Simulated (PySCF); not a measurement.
C7H11 (doublet state).
Structure used (GFN2-xTB), in Å, numbered top down from 1:
```
atom  x, y, z in Å
C1    -1.834    1.374    0.524
C2    -1.821    0.372   -0.566
C3    -2.506   -0.941   -0.177
C4    -0.403    0.144   -0.853
C5     0.779    0.006   -1.018
C6     2.204   -0.183   -1.214
C7     2.947   -0.180    0.122
H8    -1.702    1.051    1.540
H9    -1.705    2.415    0.299
H10   -2.290    0.782   -1.470
H11   -3.557   -0.761    0.041
H12   -2.033   -1.364    0.707
H13   -2.433   -1.662   -0.988
H14    2.371   -1.132   -1.732
H15    2.583    0.622   -1.851
H16    4.013   -0.326   -0.039
H17    2.579   -0.978    0.763
H18    2.798    0.767    0.636
```

The hyperfine couplings belong to this conformer and change with its torsions.

The species is `[CH2][C@H](C)C#CCC` [radical].

Method: PySCF 2.14.0, UKS B3LYP, pcH-1 on C H, non-relativistic, mean-field spin-orbit, GIAO. One conformer (not necessarily the lowest) at the GFN2-xTB geometry, without solvent, vibrations or thermal averaging. Couplings are sensitive to structure, and on GFN2-xTB geometries they can be far from those on DFT ones. No stability test was run, so a lower SCF solution isn't excluded.

Principal values of hyperfine tensors in MHz (contact and dipolar terms together), for some of the nuclei:

| atom | isotope | A1 | A2 | A3 |
| --- | --- | --- | --- | --- |
| C1 | 13C | 17.79 | 18.56 | 262.15 |
| C4 | 13C | 90.07 | 94.19 | 107.32 |
| H9 | 1H | -98.23 | -60.07 | -19.45 |
| H8 | 1H | -98.24 | -59.98 | -19.50 |
| H10 | 1H | 22.99 | 23.89 | 38.27 |
| C2 | 13C | -26.36 | -23.33 | -21.84 |
| C3 | 13C | 12.05 | 12.11 | 17.41 |
| C5 | 13C | 2.78 | 4.36 | 22.38 |

(1) Give the isotropic coupling of each nucleus in MHz and in mT (g = 2.0025), and the anisotropic part.

(2) What spin density at the nucleus of H8 lies behind its contact coupling (g_N = 5.58569)?

(3) H14 (1H, g_N = 5.58569) isn't in the table. Its spin density at the nucleus is 0.002028 bohr⁻³. What is its contact coupling?

(4) Name the largest traceless tensor T of the table and describe it.

(5) In a single crystal, with the field along each principal axis of the tensor of C4 in turn, what first-order splitting does this nucleus give (isotropic g, quadrupole terms neglected)?

Answers

(1) a_iso is a third of the trace, T = A − a_iso, and a(mT) = a(MHz)/(g × 13.996).

```tsv
atom	a_iso (MHz)	a_iso (mT)	T1	T2	T3
C1	99.50	3.550	-81.71	-80.94	162.65
C4	97.19	3.468	-7.12	-3.00	10.13
H9	-59.25	-2.114	-38.98	-0.82	39.80
H8	-59.24	-2.114	-39.00	-0.74	39.74
H10	28.38	1.013	-5.39	-4.49	9.89
C2	-23.84	-0.851	-2.52	0.51	2.00
C3	13.86	0.494	-1.81	-1.75	3.55
C5	9.84	0.351	-7.06	-5.48	12.54
```

(2) a_FC = 800.24 MHz bohr³ × g_N × ρ(0)/(2S). With a_FC = -59.24 MHz and 2S = 1, ρ(0) = -0.01325 bohr⁻³. In magnitude that is 4.2 % of the 1/π = 0.318 of a free hydrogen atom.

(3) By the same relation, a_FC = 9.06 MHz. Its full tensor has the principal values 8.15, 8.26, 10.78 MHz.

(4) C1: -81.7, -80.9, 162.7 MHz, axial, in the ratio −1:−1:+2, the form that spin in one p orbital centred on that nucleus gives.

(5) 2 lines (I = 1/2), spaced by |A_i|/(g × 13.996): 3.21, 3.36, 3.83 mT along the axes of A1, A2 and A3.
